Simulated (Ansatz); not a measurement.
```yaml
crystal:
  periodic: [false, false, false]
  atoms:
    - {symbol: O, position_ang: [0.863681, 1.105979, -1.833044]}
    - {symbol: C, position_ang: [0.545707, 0.829062, -0.517888]}
    - {symbol: O, position_ang: [-0.132726, -0.398728, -0.432623]}
    - {symbol: Si, position_ang: [-0.562717, -1.122374, 0.981169]}
    - {symbol: H, position_ang: [0.045416, 1.170088, -2.334717]}
    - {symbol: H, position_ang: [-0.085889, 1.616942, -0.078214]}
    - {symbol: H, position_ang: [1.497732, 0.783024, 0.022068]}
    - {symbol: H, position_ang: [-1.233774, -2.388962, 0.613607]}
    - {symbol: H, position_ang: [0.636277, -1.390490, 1.822174]}
    - {symbol: H, position_ang: [-1.490708, -0.255639, 1.760470]}
basis:
  gaussian: {orbitals: def2-TZVP}
magnetization: {spin_polarized: true, initial_magnetization: 8}
hamiltonian: {xc: {name: LC-wPBE}}
```

```sh
$ ansatz run in.yaml --threads 2 --pin off --events-out ev --progress --plain --max-ram 4352MiB
```

It prints (some lines left out):

```
Functional definition: LC-wPBE
998 factors; their error is unknown
361 factors; integrals over basis functions are off by at most 1.8e-5 eV
mean field evaluation 1: about -13066.1417 eV, gradient 2.1e1 eV
mean field evaluation 2: about -13067.1159 eV, gradient 2.5e1 eV
mean field evaluation 4: about -13070.1754 eV, gradient 3.7e0 eV
mean field evaluation 8: about -13070.9638 eV, gradient 7.3e-1 eV
mean field evaluation 16: about -13071.8629 eV, gradient 4.4e-1 eV
mean field evaluation 32: about -13071.7182 eV, gradient 1.1e0 eV
mean field -13071.85311209 eV, -480.3817414489 hartree, gradient 1.9e-5 eV, S^2 20.018364; 6 other end points of the search recorded, 0 dependent functions left out
reference -13071.85311210 eV, -480.3817414494 hartree; 25, 17 occupied and 141, 149 virtual orbitals, 998 factors
Total energy: -13071.85311210 eV, -480.3817414494 hartree
```

Q: What is wrong with this run?

A: The spin is set far too high for this molecule. The calculation finished and met its thresholds. The result belongs to that input, not to the molecule as meant.
